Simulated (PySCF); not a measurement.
Ground-state electric properties of a mixed set of molecules.

All values: CAM-B3LYP/def2-SVPD (PySCF) at PBE0-D3(BJ)/def2-SVP geometries, gas phase, one conformer each. Core orbitals are frozen in the response; Δα² is half the sum of the squared differences of the principal polarisabilities.

Task: Rank by vertical ionisation energy (ΔSCF), highest first.
A. `C#CCB(O)O`
B. `C1=CBC=CC=C1B(Cl)Cl`
C. `[SiH3][SiH2]Cl`

Result: C (10.42 eV), A (10.29 eV), B (9.21 eV).

Task: Rank by polarisability anisotropy Δα, highest first.
A. `[CH3:1][CH2:2][O:3][C@H:4]([C:5]#[N:6])[CH2:7][CH3:8]` with C1–C2–O3–C4 -179°, C2–O3–C4–C5 -66°, O3–C4–C7–C8 -178°
B. `ClB(Cl)C1=CC=CBC=C1`
C. `[CH:1]#[C:2][CH2:3][B:4]([OH:5])[OH:6]` with C2–C3–B4–O5 -5°, C3–B4–O5–H 1°, C3–B4–O6–H 179°

Result: B (14.04 Å³), C (4.40 Å³), A (3.00 Å³).

Task: Rank by HOMO–LUMO gap, lowest first.
A. `[SiH3][SiH2]Cl`
B. `C#CCB(O)O`
C. `C=C[C@@H](CC)C(N)=O`
D. `CCO[C@H](C#N)CC`
E. `ClB(Cl)C1=CC=CBC=C1`

Result: E (6.64 eV), C (9.46 eV), A (9.69 eV), B (9.86 eV), D (10.78 eV).

All values together:

```tsv
SMILES	formula	μ (D)	HOMO (eV)	LUMO (eV)	α (Å³)	Δα (Å³)	electrons	α per electron (Å³)	ΔSCF removal energy (eV)
ClB(Cl)C1=CC=CBC=C1	C6H6B2Cl2	1.16	-8.67	-2.03	19.62	14.04	86	0.228	9.21
C#CCB(O)O	C3H5BO2	0.60	-9.26	0.60	8.20	4.40	44	0.186	10.29
[SiH3][SiH2]Cl	ClH5Si2	1.57	-9.55	0.15	10.75	2.96	50	0.215	10.42
CCO[C@H](C#N)CC	C6H11NO	3.36	-9.75	1.04	12.06	3.00	62	0.195	–
C=C[C@@H](CC)C(N)=O	C6H11NO	3.49	-8.66	0.80	12.58	4.27	62	0.203	–
```

Conformers: `[CH:1]#[C:2][CH2:3][B:4]([OH:5])[OH:6]` with C2–C3–B4–O5 -5°, C3–B4–O5–H 1°, C3–B4–O6–H 179°; `[CH3:1][CH2:2][O:3][C@H:4]([C:5]#[N:6])[CH2:7][CH3:8]` with C1–C2–O3–C4 -179°, C2–O3–C4–C5 -66°, O3–C4–C7–C8 -178°; `[CH2:1]=[CH:2][C@@H:3]([CH2:4][CH3:5])[C:6]([NH2:7])=[O:8]` with C1–C2–C3–C4 121°, C2–C3–C4–C5 -164°, C2–C3–C6–N7 53°, C3–C6–N7–H -176° and -12°.

A dash marks a removal energy that wasn't run or isn't settled.
